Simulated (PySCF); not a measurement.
**Krypton: a sound run and one with changed settings**

Sound run: Kr [Kr], Kr+ [Ar] 3d10 4s2 4p5. Calculation: PySCF 2.14, in aug-cc-pVDZ-DK (6s5p3d, 36 functions); scalar relativity by spin-free X2C-1e. In the sound run the correlated levels freeze [Ar] 3d10. The sound run starts from symmetry-adapted Hartree-Fock orbitals and uses a fine grid where one is needed.

Changed run: basis STO-3G, all-electron and non-relativistic. This setting is unsound on purpose.

```
species  method  sound run (hartree)  changed run (hartree)  converged
     Kr     UHF          -2788.05464            -2722.70600        yes
     Kr    MN15          -2791.70410            -2721.41009        yes
     Kr     PBE          -2789.54083            -2723.59086        yes
     Kr     MP2          -2788.18171            -2722.70600        yes
    Kr+     UHF          -2787.57027            -2722.30230        yes
    Kr+    MN15          -2791.18801            -2720.97560        yes
    Kr+     PBE          -2789.02213            -2723.15340        yes
    Kr+     MP2          -2787.66800            -2722.30230        yes
```

Ionisation energy of Kr:

| method | sound run (eV) | changed run (eV) |
| --- | --- | --- |
| UHF | 13.180 | 10.985 |
| MN15 | 14.044 | 11.823 |
| PBE | 14.115 | 11.904 |
| MP2 | 13.979 | 10.985 |
| SCS-MP2 | 13.900 | 10.985 |

A minimal basis cannot let orbitals breathe on ionisation and holds almost no correlation. The Hamiltonian changed with the basis, so the totals do not compare.

For comparison, NIST gives 14.000 eV between the lowest levels.
